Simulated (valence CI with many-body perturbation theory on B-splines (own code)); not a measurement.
Cu23+: electric-dipole lines

Method: valence CI with perturbative core correlation (CI+MBPT): four valence electrons over a frozen Dirac-Fock core [He], radial functions for each j: 11 s, 11 p, 9 d, 7 f, 5 g, 2 h, 1 i, with the one-electron correlation potential Σ1 (screened to all orders), the two-electron term Σ2, the three-electron term Σ3, Breit, model QED; selected single and double excitations, second order for the rest (own B-spline code, finite nucleus).

No measured levels were compared; by estimate levels of excited configurations hold to 0.05 to 0.15 % of their energy, terms of the ground configuration to about 0.5 %. Among the levels kept, up to 280 cm⁻¹ of a level comes from second order outside the variational space, and about a tenth of that is noise between levels of different J, which matters for small intervals.

Lines 1 to 50 of 263 in falling wavelength, among levels below 102.29 Ry, chosen from the strongest by gf and those to the six lowest levels. Wavelengths and rates use the calculated energies, so an error of 700 cm⁻¹ moves a line at 48.03 nm by 0.34 % and its rate by three times that or more. Electric multipoles are in the length gauge, E1 and E2 with the static RPA response of the core. Weak lines are less certain than strong ones. Lines between different terms over intervals too small for the method are left out, as are lines whose strength nearly cancels. The highest levels of a list are the least certain.

Names give the largest LS component (configuration and term), which can be under half, so a name can repeat, a term be missing and a line seem to break the LS rules; names also repeat where a configuration has a term twice. Letters in brackets count levels of one name in rising energy.

```tsv
λ vac (nm)	Upper	Lower	A (s⁻¹)	log gf	Branch %
48.03	2s 2p2 3p 1F°_3	2s 2p2 3s 1D_2	1.28e+09	-0.51	0.0
47.42	2s 2p2 3p 3F°_2	2s 2p2 3s 3D_1	7.46e+08	-0.90	0.0
46.73	2s 2p2 3p 5D°_1	2s 2p2 3s 5P_1	1.12e+09	-0.96	0.0
45.92	2s 2p2 3d 5F_5	2s 2p2 3p 5D°_4	1.35e+09	-0.33	95.3
44.64	2s 2p2 3d 5D_4	2s 2p2 3p 5D°_4	5.18e+08	-0.86	1.6
44.51	2s 2p2 3d 5F_4	2s 2p2 3p 5D°_3	1.46e+09	-0.41	0.4
43.03	2s 2p2 3d 5P_2	2s 2p2 3p 5S°_2	8.99e+08	-0.90	0.0
42.86	2s 2p2 3d 5F_3 [a]	2s 2p2 3p 5D°_2	1.59e+09	-0.51	0.0
42.52	2s 2p2 3p 3D°_2 [a]	2s 2p2 3s 3P_1 [a]	1.39e+09	-0.72	0.0
42.50	2s 2p2 3p 3P°_2 [a]	2s 2p2 3s 3P_2 [a]	1.57e+09	-0.67	0.0
42.37	2s 2p2 3p 5P°_3	2s 2p2 3s 5P_3	1.48e+09	-0.55	0.1
41.96	2s 2p2 3p 3P°_1 [a]	2s 2p2 3s 3P_2 [a]	1.46e+09	-0.94	0.0
41.94	2s 2p2 3p 3D°_3 [a]	2s 2p2 3s 3P_2 [a]	1.46e+09	-0.57	0.0
41.58	2s 2p2 3d 5P_1	2s 2p2 3p 5S°_2	1.36e+09	-0.98	0.0
41.49	2s2 2p 3d 3F°_4	2s2 2p 3p 3D_3	1.67e+09	-0.41	89.3
40.05	2s2 2p 3d 3F°_3	2s2 2p 3p 3D_2	1.85e+09	-0.51	0.0
39.55	2s 2p2 3p 5P°_2	2s 2p2 3s 5P_2	1.49e+09	-0.76	0.1
39.36	2s 2p2 3d 5D_4	2s 2p2 3p 5P°_3	1.37e+09	-0.54	4.3
39.34	2s 2p2 3d 5F_3 [b]	2s 2p2 3p 5P°_2	1.31e+09	-0.67	0.0
39.22	2s 2p2 3p 3F°_3	2s 2p2 3s 3D_2	2.34e+09	-0.42	0.2
38.54	2s2 2p 3d 3P°_2 [a]	2s2 2p 3p 3P_1 [a]	1.84e+09	-0.69	0.0
38.37	2s 2p2 3p 3D°_2 [b]	2s 2p2 3s 3D_3	1.47e+09	-0.79	0.1
38.34	2s2 2p 3p 3P_2	2s2 2p 3s 3P°_2	1.99e+09	-0.66	0.6
38.28	2s2 2p 3p 3D_3	2s2 2p 3s 3P°_2	2.46e+09	-0.42	2.9
37.67	2s 2p2 3d 3F_4	2s 2p2 3p 3D°_3 [a]	2.19e+09	-0.38	0.0
37.58	2s 2p2 3p 5D°_4	2s 2p2 3s 5P_3	3.05e+09	-0.24	38.2
37.43	2s 2p2 3p 5D°_3	2s 2p2 3s 5P_2	2.87e+09	-0.37	6.0
37.25	2s 2p2 3d 3F_2 [b]	2s 2p2 3p 3D°_1 [b]	1.59e+09	-0.78	0.0
37.17	2s 2p2 3d 5F_2	2s 2p2 3p 5D°_1	1.59e+09	-0.78	0.1
37.14	2s2 2p 3d 1D°_2	2s2 2p 3p 3P_1 [b]	1.30e+09	-0.87	0.0
37.11	2s2 2p 3d 1F°_3	2s2 2p 3p 1D_2	2.14e+09	-0.51	0.0
37.06	2s 2p2 3d 3F_2 [a]	2s 2p2 3p 3D°_1 [a]	1.73e+09	-0.75	0.0
36.97	2s2 2p 3d 3D°_3	2s2 2p 3p 3P_2	1.47e+09	-0.68	0.0
36.82	2s 2p2 3p 3F°_4	2s 2p2 3s 3D_3	3.29e+09	-0.22	20.5
36.34	2s 2p2 3d 5P_3	2s 2p2 3p 5P°_3	1.18e+09	-0.78	0.0
36.33	2s 2p2 3d 3F_3	2s 2p2 3p 3D°_2 [a]	1.53e+09	-0.67	0.0
36.18	2s 2p2 3p 5D°_2	2s 2p2 3s 5P_1	2.90e+09	-0.55	2.2
35.42	2s2 2p 3d 3P°_2 [b]	2s2 2p 3p 3S_1	1.13e+09	-0.97	0.0
35.34	2s2 2p 3p 3D_2	2s2 2p 3s 3P°_1	3.14e+09	-0.53	2.9
35.05	2s2 2p 3d 3F°_2	2s2 2p 3p 3D_1	2.28e+09	-0.68	0.1
35.04	2s 2p2 3p 3P°_2 [c]	2s 2p2 3s 3P_1 [b]	2.32e+09	-0.67	0.1
34.98	2s 2p2 3p 1D°_2	2s 2p2 3s 3D_1	1.63e+09	-0.83	0.0
34.95	2s 2p2 3d 3D_2	2s 2p2 3p 3P°_2 [a]	1.40e+09	-0.89	0.0
34.86	2s 2p2 3p 3D°_3 [b]	2s 2p2 3s 3D_3	3.18e+09	-0.39	0.4
34.84	2s2 2p 3p 3P_1 [a]	2s2 2p 3s 3P°_0	2.23e+09	-0.92	0.9
34.14	2s 2p2 3d 3D_3	2s 2p2 3p 3P°_2 [a]	2.14e+09	-0.58	0.0
34.11	2s 2p2 3d 3P_2	2s 2p2 3p 3S°_1	1.35e+09	-0.93	0.0
33.25	2s 2p2 3p 5S°_2	2s 2p2 3s 5P_3	3.47e+09	-0.54	0.3
31.65	2s2 2p 3p 1D_2	2s2 2p 3s 1P°_1	3.89e+09	-0.53	1.2
30.91	2s 2p2 3p 1P°_1 [a]	2s 2p2 3s 3D_1	3.43e+09	-0.83	0.1
```

(1) How does gf follow from A for the line at 34.11 nm?

Results:

(1) gf = 1.4992 × (2J+1)_upper × A / σ², with σ = 293183 cm⁻¹ and 2J+1 = 5: gf = 0.117.
